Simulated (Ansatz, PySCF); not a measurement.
This PySCF input computes a BLYP/def2-TZVPD energy:

```python
from pyscf import gto, scf, dft

mol = gto.M(
    atom='''
    K    -0.00000000   -0.00000000   -0.96563690
    F     0.00000000    0.00000000    2.03856679
    ''',
    basis='def2-tzvpd',
    charge=1,
    spin=1,
    symmetry='C2v',
    verbose=4,
)

mf = dft.UKS(mol, xc='blyp').density_fit(auxbasis='def2-universal-jkfit')
mf.grids.level = 3
mf.conv_tol = 1e-9
mf.max_cycle = 100
mf.max_memory = 1500
mf.kernel()
if not mf.converged:
    mf = mf.newton()
    mf.kernel(mf.make_rdm1())
mf.analyze()
```

**Question.** Write an input for the same energy in Ansatz (a quantum-chemistry and plane-wave program) and say what it gives.

**Answer.** 
Ansatz 0.2 input:
```yaml
crystal:
  periodic: [false, false, false]
  atoms:
    - {symbol: K, position_ang: [-0.00000000, -0.00000000, -0.96563690]}
    - {symbol: F, position_ang: [0.00000000, 0.00000000, 2.03856679]}
basis:
  gaussian:
    orbitals: def2-TZVPD
hamiltonian:
  xc: {name: BLYP}
total_charge: 1
magnetization: {spin_polarized: true, initial_magnetization: 1}
output: {forces: true}
```
It gives -699.51043 Eh, and PySCF -699.51047 Eh, a difference of 0.04 mEh, from the treatment of integrals and grids.
